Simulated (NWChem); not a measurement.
C₂H₅BO₃; SMILES C=COB(O)O

```xyz
11

C      0.4826     2.1759    -0.0187
C     -0.6755     1.5161     0.0107
O     -0.8985     0.1663     0.0065
B     -0.0054    -0.8726     0.0022
O     -0.5904    -2.1155    -0.0106
O      1.3517    -0.6431     0.0113
H      1.4458     1.6843    -0.0479
H      0.4553     3.2604    -0.0117
H     -1.6271     2.0407     0.0403
H      0.0344    -2.8512    -0.0132
H      1.8897    -1.4456     0.0128
```
Atoms are numbered in this order, from 1.

Program: NWChem. Pople sets run with spherical d functions. Structure relaxed at the B3LYP/6-31G* (spherical d) level. Field at 589 nm.

Question: What does the run give for B3LYP/6-31G*? Quantities: isotropic polarisability (bohr³); anisotropy (bohr³).

Answer: 
```
Item                              Value
--------------------------------  -----
isotropic polarisability (bohr³)   41.0
anisotropy (bohr³)                 34.7
```
